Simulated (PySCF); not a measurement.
# Two-component Hartree-Fock for Cr²⁺ (chromium, charge +2)

Start: [Ar] 3d4; 3d5/2 filled at m_j = -1/2, +1/2, +3/2, +5/2. Calculated with PySCF 2.14 in x2c-SVPall-2c with one added diffuse shell each of s, d type (6s5p4d1f, 48 functions): generalised Hartree-Fock with the X2C-1e Hamiltonian and a Gaussian nucleus; one run each with spin-orbit coupling (SO) switched off, then screened by Boettger's factors. This is a chosen level, not necessarily the ground level.

```json
{"spinor shell": "1s1/2", "electrons": "2", "ε, spin-free (eV)": "-6062.9", "ε, screened SO (eV)": "-6062.9", "weight of nominal j (screened SO)": "1.000", "rms radius, screened SO (bohr)": "0.0735"}
{"spinor shell": "2s1/2", "electrons": "2", "ε, spin-free (eV)": "-745.70", "ε, screened SO (eV)": "-745.70", "weight of nominal j (screened SO)": "1.000", "rms radius, screened SO (bohr)": "0.316"}
{"spinor shell": "2p1/2", "electrons": "2", "ε, spin-free (eV)": "-627.29", "ε, screened SO (eV)": "-633.24", "weight of nominal j (screened SO)": "0.986", "rms radius, screened SO (bohr)": "0.285"}
{"spinor shell": "2p3/2", "electrons": "4", "ε, spin-free (eV)": "-627.29", "ε, screened SO (eV)": "-624.37", "weight of nominal j (screened SO)": "0.993", "rms radius, screened SO (bohr)": "0.288"}
{"spinor shell": "3s1/2", "electrons": "2", "ε, spin-free (eV)": "-113.59", "ε, screened SO (eV)": "-113.59", "weight of nominal j (screened SO)": "1.000", "rms radius, screened SO (bohr)": "0.965"}
{"spinor shell": "3p3/2", "electrons": "4", "ε, spin-free (eV)": "-78.547", "ε, screened SO (eV)": "-78.826", "weight of nominal j (screened SO)": "0.832", "rms radius, screened SO (bohr)": "1.04"}
{"spinor shell": "3p1/2", "electrons": "2", "ε, spin-free (eV)": "-78.547", "ε, screened SO (eV)": "-78.011", "weight of nominal j (screened SO)": "0.664", "rms radius, screened SO (bohr)": "1.04"}
{"spinor shell": "3d5/2", "electrons": "4", "ε, spin-free (eV)": "-32.414", "ε, screened SO (eV)": "-32.408", "weight of nominal j (screened SO)": "0.692", "rms radius, screened SO (bohr)": "1.33"}
```

```csv
quantity,spin-free,screened SO
E (hartree),-1048.72391,-1048.73090
M_J,4,4
⟨J²⟩,20.004,20.004
⟨L²⟩,6.004,6.006
⟨S²⟩,6.000,5.999
```

Each row is a mean over spinors that exchange with the open shell spreads, by up to 12.744 eV (3p3/2).

Rows whose weight is well below 1 are mixtures of j = l ± 1/2: exchange outweighs spin-orbit coupling there, and the label is only the starting occupation.

Without spin-orbit coupling the j labels of p, d and f shells carry no meaning; the spin-free column gives the mean over the occupied spinors of each nl shell.
